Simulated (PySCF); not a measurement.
Start geometry of `C[N](C)[AlH2-][O+](C)C` from GFN2-xTB (Å):
```
atom  x, y, z in Å
C1     1.697    1.436    0.825
N2     1.434    0.198    0.122
C3     2.677   -0.388   -0.346
Al4    0.196   -1.028   -0.369
O5    -1.499   -0.240   -0.131
C6    -1.922    1.089    0.072
C7    -2.555   -1.160   -0.277
H8     0.783    1.820    1.276
H9     2.107    2.201    0.151
H10    2.428    1.279    1.630
H11    3.362   -0.611    0.481
H12    2.437   -1.325   -0.853
H13    3.201    0.266   -1.054
H14    0.086   -1.332   -1.906
H15    0.046   -2.264    0.586
H16   -1.023    1.699    0.095
H17   -2.464    1.183    1.018
H18   -2.565    1.419   -0.750
H19   -3.155   -1.212    0.635
H20   -2.086   -2.125   -0.465
H21   -3.193   -0.889   -1.122
```

Q: What comes out of this run: PBE0-D3(BJ)/def2-SVP geometry optimisation, gas phase (PySCF 2.14.0)?

A: 
```
atom  x, y, z in Å
C1     1.7710    0.7119    1.4595
N2     1.4784    0.0205    0.2345
C3     2.2799    0.4736   -0.8689
Al4    0.2769   -1.3363    0.1235
O5    -1.4594   -0.3151   -0.0528
C6    -1.4884    0.9403   -0.7090
C7    -2.6928   -1.0072   -0.0225
H8     1.1902    0.2928    2.2972
H9     1.5365    1.7985    1.4075
H10    2.8434    0.6406    1.7390
H11    3.3679    0.3728   -0.6711
H12    2.0583   -0.1081   -1.7780
H13    2.1101    1.5467   -1.1120
H14    0.2933   -2.1058   -1.2832
H15   -0.1112   -2.1021    1.4745
H16   -0.4697    1.3420   -0.6436
H17   -2.1969    1.6110   -0.1976
H18   -1.7827    0.8185   -1.7646
H19   -3.4536   -0.3965    0.4889
H20   -2.5296   -1.9347    0.5417
H21   -3.0301   -1.2462   -1.0445
```

The energy falls by 63.2 kJ/mol over 20 energy and gradient evaluations, the largest force component goes from 0.0227 to 3.0e-04 Eh/bohr, and the atoms move by 1.112 Å rms after alignment. The bond that changes most is Al4–O5 (ends: aluminium bonded to N, O and 2 H; oxygen bonded to Al and 2 C), which lengthens by 0.137 Å. Bonds longer at the end by more than 0.005 Å: 18 of 20; shorter: 2. Among the angles that change most is C1–N2–Al4, from 146.6° to 123.1°. Among the dihedrals that turn most is C3–N2–Al4–H15, from 81° to 157°. Rotational constants go from 3668, 1242, 976.5 to 3324, 1195, 1107 MHz. The orientation of the end geometry is arbitrary; only internal coordinates are fixed.

The run used 172 basis functions and 131 SCF cycles in all. Hardware: one thread, x86-64 server, on a shared host. Cost: 6.9 min.

Whether it is a minimum is left open (no frequencies). The numbers are those of one conformer.
